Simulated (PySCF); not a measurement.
## `C[C@@H](C=O)[C@]1(C)CS1`, C6H10OS

Molfile (atoms numbered from 1):
```
C6H10OS
     RDKit          3D

 18 18  0  0  0  0  0  0  0  0999 V2000
    1.2867    0.8440   -1.1833 C   0  0  0  0  0  0  0  0  0  0  0  0
    0.7918   -0.2707   -0.2571 C   0  0  1  0  0  0  0  0  0  0  0  0
    1.4994   -0.1972    1.0745 C   0  0  0  0  0  0  0  0  0  0  0  0
    0.9865   -0.2513    2.1549 O   0  0  0  0  0  0  0  0  0  0  0  0
   -0.7187   -0.2847   -0.0912 C   0  0  2  0  0  0  0  0  0  0  0  0
   -1.3483    0.9793    0.4349 C   0  0  0  0  0  0  0  0  0  0  0  0
   -1.3450   -1.5801    0.2712 C   0  0  0  0  0  0  0  0  0  0  0  0
   -1.6085   -1.1110   -1.4498 S   0  0  0  0  0  0  0  0  0  0  0  0
    0.7439    0.7994   -2.1245 H   0  0  0  0  0  0  0  0  0  0  0  0
    2.3475    0.7218   -1.3873 H   0  0  0  0  0  0  0  0  0  0  0  0
    1.1328    1.8219   -0.7347 H   0  0  0  0  0  0  0  0  0  0  0  0
    1.0949   -1.2290   -0.7019 H   0  0  0  0  0  0  0  0  0  0  0  0
    2.5971   -0.0930    0.9636 H   0  0  0  0  0  0  0  0  0  0  0  0
   -1.1470    1.8210   -0.2237 H   0  0  0  0  0  0  0  0  0  0  0  0
   -0.9481    1.1974    1.4242 H   0  0  0  0  0  0  0  0  0  0  0  0
   -2.4261    0.8563    0.5127 H   0  0  0  0  0  0  0  0  0  0  0  0
   -0.7143   -2.4475    0.4178 H   0  0  0  0  0  0  0  0  0  0  0  0
   -2.2333   -1.5702    0.8881 H   0  0  0  0  0  0  0  0  0  0  0  0
  1  2  1  0
  2  3  1  0
  3  4  2  0
  2  5  1  0
  5  6  1  1
  5  7  1  0
  7  8  1  0
  8  5  1  0
  1  9  1  0
  1 10  1  0
  1 11  1  0
  2 12  1  6
  3 13  1  0
  6 14  1  0
  6 15  1  0
  6 16  1  0
  7 17  1  0
  7 18  1  0
M  END
```

Level of theory: TDDFT B3LYP/def2-SVPD circular dichroism and optical rotation, one conformer, gas phase in PySCF 2.14.0. Geometry: GFN2-xTB.

The molecule is flexible and this is one conformer; a measurement averages over conformers. States above about 6.4 eV (minus the energy of the highest occupied orbital) lie near or above the ionisation threshold and depend on the basis.

Stereocentres: C2 S, C5 R.

Problem. Give the optical rotatory dispersion at 633, 589.3, 546, 436, 405, 365, 355 nm.

Solution. [α] in deg dm⁻¹ (g/mL)⁻¹:
| λ (nm) | origin-invariant length gauge | modified velocity gauge | length gauge (centre of mass) | isotropic polarisability (au) |
| --- | --- | --- | --- | --- |
| 633 | +207.9 | +206.4 | +207.7 | 94.7 |
| 589.3 | +253.2 | +251.9 | +252.9 | 95.1 |
| 546 | +316.5 | +315.8 | +316.1 | 95.5 |
| 436 | +692.1 | +698.5 | +691.2 | 97.6 |
| 405 | +960.4 | +974.6 | +959.0 | 98.5 |
| 365 | +1729.8 | +1773.7 | +1727.3 | 100.2 |
| 355 | +2112.2 | +2173.2 | +2109.0 | 100.8 |

Problem. And for the mirror image at 589.3 nm?

Solution. -253.2 deg dm⁻¹ (g/mL)⁻¹ (origin-invariant length gauge): the same size and the opposite sign.

Problem. What is the molar rotation [Φ] = [α]·M/100 of the geometry above at 589.3 nm?

Solution. With M = 130.21 g/mol, +329.7 deg cm² dmol⁻¹ (origin-invariant length gauge).

The first excitation lies at 4.12 eV (301 nm) with R = +14.2 × 10⁻⁴⁰ esu² cm² (velocity form).
